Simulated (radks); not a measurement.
Coulomb parameter of the 3d shell of the manganese ion Mn+ in the model configuration [Ar] 3d5 4s1, as a second difference U = [E(n + 0.5) + E(n - 0.5) - 2 E(n)] / (0.5)^2 with all orbitals relaxed. "Bare": the charge of the atom changes with n. "Screened": the 4s shell takes up the change at fixed total charge, which measures U(3d,3d) + U(4s,4s) - 2 U(3d,4s). Calculated with a radial shooting solver on a logarithmic mesh with Libxc functionals: scalar-relativistic Kohn-Sham, BLYP, spin-unpolarised, spherical densities, point nucleus. Estimate both.

Answer. U(bare) = 13.575 eV, U(screened by 4s) = 3.214 eV, against the Slater integral F0(3d,3d) = 21.438 eV with frozen orbitals.
